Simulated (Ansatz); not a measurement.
H, charge -1, singlet (a gas-phase anion, which may not be bound at this level); CCSD/cc-pVDZ in Ansatz (a quantum-chemistry and plane-wave program).

Input for Ansatz:
Ansatz 0.2 input:
```yaml
crystal:
  periodic: [false, false, false]
  atoms:
    - {symbol: H, position_ang: [0.00000000, 0.00000000, 0.00000000]}
basis:
  gaussian:
    orbitals: cc-pVDZ
total_charge: -1
magnetization: {spin_polarized: false}
correlation: {method: ccsd}
```

It wrote (shortened):

```
Functional definition: HF
15 factors; integrals over basis functions are off by at most 5.2e-7 eV
mean field evaluation 1: about -12.2068 eV, gradient 1.1e0 eV
mean field evaluation 2: about -12.2065 eV, gradient 1.1e0 eV
mean field evaluation 4: about -12.2131 eV, gradient 1.3e-4 eV
mean field evaluation 8: about -12.2068 eV, gradient 1.1e0 eV
mean field -12.21311576 eV, -0.4488237260 hartree, gradient 2.3e-6 eV, S^2 0.000000; 0 other end points of the search recorded, 0 dependent functions left out
reference -12.21311576 eV, -0.4488237260 hartree; 1, 1 occupied and 4, 4 virtual orbitals, 15 factors
second order -0.43558664 eV of doubles, -0.00000000 eV of singles
cycle   1  -0.53155552 eV  change   -9.6e-2 eV  update   2.3e-2
cycle   2  -0.57321216 eV  change   -4.2e-2 eV  update   8.4e-3
cycle   3  -0.57232368 eV  change    8.9e-4 eV  update   2.9e-4
cycle   4  -0.57234394 eV  change   -2.0e-5 eV  update   5.1e-5
cycle   5  -0.57233847 eV  change    5.5e-6 eV  update   1.9e-6
cycle   6  -0.57233849 eV  change   -1.7e-8 eV  update   5.1e-9
Total energy: -12.78545425 eV, -0.4698567775 hartree
```
